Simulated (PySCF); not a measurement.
Cartesian coordinates in Å; atom numbers follow the order of the lines, from 1:
```xyz
14

P     2.6622   -0.2421    0.6690
C     0.8794   -0.0818    0.2456
C     0.1118   -1.2152   -0.0506
C    -1.2600   -1.1065   -0.2717
C    -1.8882    0.1352   -0.1926
C    -1.1339    1.2679    0.1101
C     0.2374    1.1606    0.3315
H     3.1226    0.9018   -0.0511
H     3.0142   -1.1513   -0.3740
H     0.5893   -2.1971   -0.1167
H    -1.8412   -2.0008   -0.5098
H    -2.9631    0.2206   -0.3678
H    -1.6164    2.2465    0.1727
H     0.8148    2.0588    0.5684
```

Geometry: PBE0-D3(BJ)/def2-SVP; GIAO absolute shieldings from PySCF 2.14.0 with density-fitted response routines, gas phase, non-relativistic, averaged over equivalent atoms.

At KT3/pcSseg-1 (161 basis functions, 24 s wall time on 1 thread of an Arm Neoverse V1, shared host):
```json
{"atoms": "P1", "σ (ppm)": "451.7"}
{"atoms": "C2", "σ (ppm)": "56.1"}
{"atoms": "C3/C7", "σ (ppm)": "57.8"}
{"atoms": "C4/C6", "σ (ppm)": "60.4"}
{"atoms": "C5", "σ (ppm)": "62.4"}
{"atoms": "H10/H14", "σ (ppm)": "24.22"}
{"atoms": "H11/H13", "σ (ppm)": "24.32"}
{"atoms": "H12", "σ (ppm)": "24.41"}
{"atoms": "H8/H9", "σ (ppm)": "27.18"}
```

Estimate the result of repeating the calculation with PBE0/pcSseg-1.

Answers


```csv
atoms,σ at PBE0/pcSseg-1,change
P1,447.3,-4.4
C2,46.0,-10.1
C3/C7,48.1,-9.7
C4/C6,50.4,-10.0
C5,52.4,-10.0
H10/H14,23.85,-0.37
H11/H13,23.93,-0.39
H12,24.02,-0.39
H8/H9,26.98,-0.20
```

The largest change is at C2 (substituted aromatic carbon). Cost: 161 basis functions, 14 s wall time on 1 thread of an Arm Neoverse V1, shared host. The order of the carbon signals is the same at both levels.
